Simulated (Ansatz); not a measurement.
C₃H₇FSi (`C/C=C(\F)[SiH3]`), relaxed with RKS PBE-D4/def2-SVP in Ansatz from a rough embedded geometry. The force threshold is 0.03 eV/Å; the program also tests the step.

The species carries charge 0 and has multiplicity 1.

Start:

```xyz
12

C     1.272    1.614    0.250
C     0.729    0.287   -0.041
C    -0.575    0.008    0.054
F    -1.465    0.890    0.416
Si   -1.320   -1.687   -0.214
H     0.521    2.373    0.453
H     1.783    1.980   -0.706
H     2.009    1.575    0.993
H     1.494   -0.501   -0.321
H    -0.215   -2.672   -0.580
H    -1.949   -2.188    1.017
H    -2.284   -1.679   -1.321
```

How much energy does the relaxation release, and in how many steps? (An estimate is asked.)

Computed: 0.33 eV, in 5 steps.

Which bonds change most? (An estimate is asked.)

Computed: C1–H8 from 1.047 to 1.111 Å; C3–F4 from 1.304 to 1.367 Å; Si5–H12 from 1.467 to 1.504 Å; C1–C2 from 1.463 to 1.497 Å.

Give the relaxed structure. (Best estimate.)

Ansatz gave: 
```xyz
12

C     1.308    1.656    0.203
C     0.745    0.289   -0.028
C    -0.562   -0.040    0.064
F    -1.476    0.922    0.395
Si   -1.317   -1.747   -0.222
H     0.518    2.374    0.492
H     1.812    2.040   -0.710
H     2.080    1.641    1.002
H     1.438   -0.525   -0.298
H    -0.207   -2.692   -0.591
H    -2.008   -2.230    1.023
H    -2.331   -1.688   -1.331
```
